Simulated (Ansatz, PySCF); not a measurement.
C₂H₈FNSi₂, SMILES C(/[SiH2]N)(F)=C/[SiH3]. Atoms are numbered in the order given.

```xyz
14

N      2.4989    -0.9745     0.3502
Si     1.1524    -0.6661    -0.6929
C      0.1260     0.8801    -0.2792
F      0.8587     2.0251    -0.4186
C     -1.1520     0.9800     0.1255
Si    -2.3362    -0.4484     0.4083
H      3.3334    -0.3994     0.2554
H      2.3323    -1.1931     1.3304
H      0.2058    -1.8093    -0.6192
H      1.6913    -0.4709    -2.0620
H     -1.5235     1.9989     0.3064
H     -1.7733    -1.4523     1.3547
H     -3.5839     0.1092     0.9966
H     -2.6840    -1.1524    -0.8577
```
Charge 0, spin multiplicity 1.

Coordinates come from a TPSSh-D3(BJ)/def2-SVP optimisation. The structure was generated by enumeration; whether it is a known compound was not checked. One conformer was computed; it need not be the lowest.

Two levels are set side by side: PBE-D3(BJ)/def2-SVP (Ansatz, a quantum-chemistry and plane-wave program) and TPSSh-D3(BJ)/def2-SVP (PySCF). Each level has its own optimised geometry; the coordinates shown are those of the second. Frequencies come from the Hessian of PySCF at each geometry. Differences are taken from unrounded values.

| quantity | TPSSh-D3(BJ) | PBE-D3(BJ) | PBE-D3(BJ) minus TPSSh-D3(BJ) |
|---|---|---|---|
| mean bond length (Å) | 1.446 | 1.455 | 0.010 |
| bond N1–Si2 (Å) | 1.731 | 1.741 | 0.011 |
| bond Si2–C3 (Å) | 1.901 | 1.908 | 0.006 |
| bond C3–F4 (Å) | 1.366 | 1.368 | 0.002 |
| bond C3–C5 (Å) | 1.344 | 1.351 | 0.007 |
| bond C5–Si6 (Å) | 1.877 | 1.880 | 0.003 |
| bond N1–H7 (Å) | 1.018 | 1.024 | 0.006 |
| bond N1–H8 (Å) | 1.018 | 1.024 | 0.006 |
| bond Si2–H9 (Å) | 1.486 | 1.502 | 0.016 |
| bond Si2–H10 (Å) | 1.484 | 1.501 | 0.017 |
| bond C5–H11 (Å) | 1.099 | 1.107 | 0.008 |
| bond Si6–H12 (Å) | 1.490 | 1.506 | 0.016 |
| bond Si6–H13 (Å) | 1.488 | 1.504 | 0.016 |
| bond Si6–H14 (Å) | 1.490 | 1.506 | 0.016 |
| highest harmonic wavenumber (cm⁻¹) | 3635 | 3576 | -58 |
| mean harmonic wavenumber (cm⁻¹) | 1134 | 1098 | -36 |
| zero-point energy (kcal/mol) | 58.37 | 56.49 | -1.88 |

GGA bonds tend to be longer and softer than those of functionals with exact exchange. Differences between two approximate levels are no errors against the true value.
